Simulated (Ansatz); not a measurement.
Consider the cleavage of the Si–B bond: `[SiH3]B[SiH2][SiH3]` + `CS[SiH2]O` → `CS[SiH2]O[SiH3]` + `B[SiH2][SiH3]`.

Calculated with Ansatz (gas phase, PBE0-D4/def2-TZVP geometries, no zero-point term in ΔE). CBS: MP2 limit from def2 TZ/QZ plus the TZ coupled-cluster correction, frozen cores. DFT in def2-TZVPP. B3LYP here is the variant with VWN-RPA as its local correlation; programs differ in this. One conformer a species, not always the lowest.

```json
{"level": "PBE-D4", "ΔE (kJ/mol)": "-83.7", "difference from CCSD(T)/CBS": "27.3"}
{"level": "r2SCAN-D4", "ΔE (kJ/mol)": "-101.6", "difference from CCSD(T)/CBS": "9.4"}
{"level": "PBE0-D4", "ΔE (kJ/mol)": "-94.0", "difference from CCSD(T)/CBS": "17.0"}
{"level": "B3LYP-D4", "ΔE (kJ/mol)": "-111.6", "difference from CCSD(T)/CBS": "-0.6"}
{"level": "ωB97X-V", "ΔE (kJ/mol)": "-109.8", "difference from CCSD(T)/CBS": "1.2"}
{"level": "ωB97M-V", "ΔE (kJ/mol)": "-111.3", "difference from CCSD(T)/CBS": "-0.3"}
{"level": "B2PLYP", "ΔE (kJ/mol)": "-114.6", "difference from CCSD(T)/CBS": "-3.6"}
{"level": "PBE", "ΔE (kJ/mol)": "-82.6", "difference from CCSD(T)/CBS": "28.4"}
{"level": "r2SCAN", "ΔE (kJ/mol)": "-101.2", "difference from CCSD(T)/CBS": "9.8"}
{"level": "PBE0", "ΔE (kJ/mol)": "-93.0", "difference from CCSD(T)/CBS": "18.0"}
{"level": "B3LYP", "ΔE (kJ/mol)": "-109.9", "difference from CCSD(T)/CBS": "1.1"}
{"level": "HF/def2-TZVPP", "ΔE (kJ/mol)": "-139.8", "difference from CCSD(T)/CBS": "-28.8"}
{"level": "MP2/def2-TZVPP", "ΔE (kJ/mol)": "-117.7", "difference from CCSD(T)/CBS": "-6.7"}
{"level": "SCS-MP2/def2-TZVPP", "ΔE (kJ/mol)": "-123.0", "difference from CCSD(T)/CBS": "-12.0"}
{"level": "CCSD/def2-TZVPP", "ΔE (kJ/mol)": "-114.5", "difference from CCSD(T)/CBS": "-3.5"}
{"level": "CCSD(T)/def2-TZVPP", "ΔE (kJ/mol)": "-110.4", "difference from CCSD(T)/CBS": "0.6"}
{"level": "HF/def2-QZVPP", "ΔE (kJ/mol)": "-142.3", "difference from CCSD(T)/CBS": "-31.3"}
{"level": "MP2/def2-QZVPP", "ΔE (kJ/mol)": "-119.0", "difference from CCSD(T)/CBS": "-8.0"}
{"level": "SCS-MP2/def2-QZVPP", "ΔE (kJ/mol)": "-124.0", "difference from CCSD(T)/CBS": "-13.0"}
{"level": "HF/CBS(def2)", "ΔE (kJ/mol)": "-142.7", "difference from CCSD(T)/CBS": "-31.7"}
{"level": "MP2/CBS(def2)", "ΔE (kJ/mol)": "-118.4", "difference from CCSD(T)/CBS": "-7.4"}
{"level": "CCSD/CBS(def2)", "ΔE (kJ/mol)": "-115.1", "difference from CCSD(T)/CBS": "-4.1"}
{"level": "CCSD(T)/CBS", "ΔE (kJ/mol)": "-111.0", "difference from CCSD(T)/CBS": "0"}
```

Largest T1 diagnostic among the species: 0.015.

In def2-TZVPP, CCSD(T) changes the Hartree–Fock value by +29.5 kJ/mol (the triples alone add +4.1 kJ/mol) and MP2 by +22.1 kJ/mol. From PBE to PBE0 (25 % exact exchange), in def2-TZVPP and without D4, ΔE moves by −10.4 kJ/mol.
